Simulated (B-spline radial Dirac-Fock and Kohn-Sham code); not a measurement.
Method: Dirac-Fock energy differences between relaxed states, corrected for Breit and QED terms. Computed with a radial atomic solver. Free neutral atoms.

Q: Order these X-ray lines by photon energy, lowest first.
A. Fe Lη
B. Sn Mζ2
C. Fe Lβ4
D. Cd Mγ
E. Te Mγ
F. Ti Lη

A: B (391.4 eV), F (397.3 eV), D (610.9 eV), A (624.6 eV), E (782.8 eV), C (791.4 eV).
